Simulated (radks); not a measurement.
Species: Os66+. Configuration: [Ne]. Method: scalar-relativistic Kohn-Sham, LB94 model potential, spin-polarised, spherical densities, finite nucleus; Fermi nuclear charge, rms radius 5.4126 fm; computed with a radial shooting solver on a logarithmic mesh with Libxc functionals.

Unscreened Slater integrals over Kohn-Sham orbitals (eV). They are taken over the spin-up orbitals.

F0(2p,2p): 375.54
F2(2p,2p): 177.67
F0(2p,2s): 349.81
G1(2p,2s): 200.49
F0(2p,1s): 511.95
G1(2p,1s): 98.479
F0(2s,2s): 333.76
F0(2s,1s): 473.57
G0(2s,1s): 49.116
F0(1s,1s): 1462.8
